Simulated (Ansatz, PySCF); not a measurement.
Here is a job for PySCF.
```python
from pyscf import gto, scf, dft

mol = gto.M(
    atom='''
O     1.717424   -0.031777    0.852527
C     0.976368   -0.066285   -0.170283
O     0.016163   -1.171644   -0.337175
C    -1.226278   -0.707744    0.074300
C    -1.141043    0.840610   -0.039694
O     0.141270    1.101011   -0.504495
H    -1.447214   -1.003519    1.115832
H    -2.008028   -1.124098   -0.580132
H    -1.877899    1.239779   -0.754167
H    -1.319989    1.307624    0.945679
''',
    basis='6-311g**',
    charge=-1,
    spin=1,
    verbose=4,
)

mf = dft.UKS(mol)
mf.xc = 'pbe0'
mf.grids.atom_grid = (99, 590)
mf.grids.prune = None
mf.kernel()
```

Q: Write the same job for Ansatz (an electronic-structure program).

A: This is not unique; one that fits is 
Ansatz 0.2 input:
```yaml
crystal:
  periodic: [false, false, false]
  atoms:
    - {symbol: O, position_ang: [1.71742393, -0.03177659, 0.85252653]}
    - {symbol: C, position_ang: [0.97636781, -0.06628457, -0.17028303]}
    - {symbol: O, position_ang: [0.01616300, -1.17164394, -0.33717524]}
    - {symbol: C, position_ang: [-1.22627836, -0.70774413, 0.07429992]}
    - {symbol: C, position_ang: [-1.14104338, 0.84061001, -0.03969438]}
    - {symbol: O, position_ang: [0.14126985, 1.10101129, -0.50449469]}
    - {symbol: H, position_ang: [-1.44721444, -1.00351882, 1.11583184]}
    - {symbol: H, position_ang: [-2.00802791, -1.12409807, -0.58013152]}
    - {symbol: H, position_ang: [-1.87789943, 1.23977864, -0.75416695]}
    - {symbol: H, position_ang: [-1.31998888, 1.30762429, 0.94567881]}
basis:
  gaussian:
    orbitals: 6-311G__.json
hamiltonian:
  xc: pbe0
total_charge: -1
magnetization: {spin_polarized: true, initial_magnetization: 1}
accuracy: high
```
The basis file holds 6-311G** in the JSON format of the Basis Set Exchange.

Both were run: PySCF gave -342.054277 Eh and Ansatz -342.054277 Eh, 0.000 mEh apart.
